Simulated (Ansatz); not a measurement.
Ideal-gas functions of `[Cl][GaH][Br]` at 500 K and 1 bar, from an Ansatz frequency run at PBE0-D4/def2-TZVP.

Molar mass 186.09 g/mol, point group Cs (symmetry number 1), electronic degeneracy 1, moments of inertia 59.185, 374.619, 433.803 u Å². Harmonic wavenumbers (cm⁻¹, unscaled): 114, 310, 431, 435, 599, 2056.

Use S(trans) = R[1.5 ln M + 2.5 ln T − 1.1517]; rotational temperatures θ = 24.2544 K / I; S(rot) = R[ln(√π/σ · √(T³/θAθBθC)) + 1.5]; for each mode x = 1.438777 ν̃/T, S = R[x/(eˣ − 1) − ln(1 − e⁻ˣ)] and H = RT x/(eˣ − 1); 1 cm⁻¹ = 0.0119627 kJ/mol; R = 8.31446 J/(mol·K).

By hand: the entropy, in J/(mol·K).

Translation 184.8. Rotation: θ = 0.4098, 0.0647, 0.0559 K, giving 121.8. Vibration, mode by mode: 17.62, 9.53, 7.04, 6.97, 4.75, 0.16, in all 46.1. Electronic 0.0. Sum 352.7 J/(mol·K).

By hand: H − E and G − E in kJ/mol, counted from the electronic energy.

Zero-point energy ½ × 3945 × 0.0119627 = 23.6; thermal vibration 11.9; translation, rotation and pV give 4 RT = 16.6. H − E = 52.1 kJ/mol, and G − E = 52.1 − 500 × 352.7/1000 = -124.2 kJ/mol.

Vibration gives 13 % of the entropy, 17.6 J/(mol·K) of it from the mode under 150 cm⁻¹: soft modes count most, and the harmonic formula is weakest for them.
